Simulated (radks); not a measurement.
The europium anion Eu- inside a hard spherical wall (all orbitals vanish at R), configuration held at [Xe] 4f8 6s2 and not refilled when levels cross. Calculated with a radial shooting solver on a logarithmic mesh with Libxc functionals: scalar-relativistic Kohn-Sham, LDA (Slater exchange, VWN5 correlation), spin-polarised, spherical densities, point nucleus; open shells are filled with parallel spins first (spin-orbit coupling, left out, can overturn this in heavy ions). Eigenvalues in eV for spin up, with the zero of energy where the potential of the charges vanishes at infinity; a dash marks a level that is unbound or too diffuse for the functional's potential to be trusted. A positive occupied level is held by the wall or, in an anion where self-interaction has pushed it up, behind a barrier. The pressure on the wall is -dE/dV.

\begin{tabular}{lrrrrrrrrr}
R (bohr) & E (hartree) & kinetic (hartree) & e(5s) & e(5p) & e(6s) & e(4f) & e(5d, empty) & e(6p, empty) & pressure (GPa) \\ \hline
15 & -10836.9115 & 11608.113 & -42.352 & -21.281 & -0.909 & -0.658 & - & - & 0.105 \\
12 & -10836.8739 & 11608.090 & -40.688 & -19.716 & -0.003 & 1.200 & - & - & 0.257 \\
8 & -10836.7647 & 11608.152 & -35.984 & -15.285 & 2.543 & 6.267 & 5.331 & 5.235 & 1.86 \\
6 & -10836.5702 & 11608.635 & -32.275 & -11.813 & 6.176 & 10.204 & 8.715 & 10.450 & 11.8 \\
4 & -10835.4506 & 11612.297 & -24.335 & -4.378 & 21.940 & 19.205 & 18.558 & 31.890 & 212 \\
3.5 & -10834.3986 & 11615.957 & -19.653 & 0.288 & 34.360 & 24.853 & 25.067 & 47.475 & 569 \\
2.5 & -10826.5111 & 11641.982 & 3.595 & 26.110 & 107.80 & 52.380 & 60.216 & 132.09 & 6550 \\
\end{tabular}
